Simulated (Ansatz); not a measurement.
Geometry optimisation, UKS PBE0-D4/def2-SVP (Ansatz 0.2.0).

input.yaml

```yaml
crystal:
  periodic: [false, false, false]
  atoms:
    - { symbol: Sn, position_ang: [-0.897494, -1.366733, -0.346003] }
    - { symbol: H, position_ang: [0.75467, -1.038071, -0.625401] }
    - { symbol: H, position_ang: [-1.165826, -2.952783, -0.950058] }
    - { symbol: H, position_ang: [-1.223673, -1.329584, 1.327232] }
    - { symbol: H, position_ang: [-1.861787, -0.27076, -1.227643] }
    - { symbol: H, position_ang: [0.609192, 1.922059, 0.784467] }
    - { symbol: O, position_ang: [-0.31109, 1.815538, 0.507574] }
    - { symbol: H, position_ang: [1.95681, 0.129872, 0.305887] }
    - { symbol: F, position_ang: [2.478375, 0.829906, 0.571362] }
    - { symbol: H, position_ang: [-0.339076, 2.260456, -0.347317] }
magnetization:
  spin_polarized: true
basis:
  gaussian: { orbitals: def2-SVP }
hamiltonian:
  xc: pbe0
  dispersion: d4
relax:
  f_tol: 0.03
  max_steps: 50
```

Command:

```bash
$ ansatz run input.yaml --threads 2 --pin off --max-ram 3072MiB --backend cpu --events-out ev --progress --plain --runs-dir out
```

Q: Where does it end, and by what steps?

A: The forces met the threshold. After 6 steps the energy has fallen by 0.101 eV; H6 moved furthest, 0.32 Å.

```
step  energy less start (eV)  largest force component (eV/Å)  accepted
   0                  0.0000                           0.759       yes
   1                 -0.0531                           0.704       yes
   2                 -0.0587                           0.777       yes
   3                 -0.0816                           0.588       yes
   4                 -0.0932                           0.280       yes
   5                 -0.0993                           0.055       yes
   6                 -0.1006                           0.018       yes
```

```xyz
10
Properties=species:S:1:pos:R:3
Sn -0.826 -1.193 -0.315
H 0.853 -0.914 -0.655
H -1.042 -2.833 -0.799
H -1.136 -1.073 1.353
H -1.789 -0.210 -1.319
H 0.584 1.605 0.775
O -0.342 1.593 0.487
H 1.803 0.075 0.135
F 2.251 0.753 0.602
H -0.356 2.197 -0.263
```

The run took 16 s on 2 threads of AMD EPYC 9R14 (Zen 4), with other jobs on the host, peak memory 0.26 GiB.
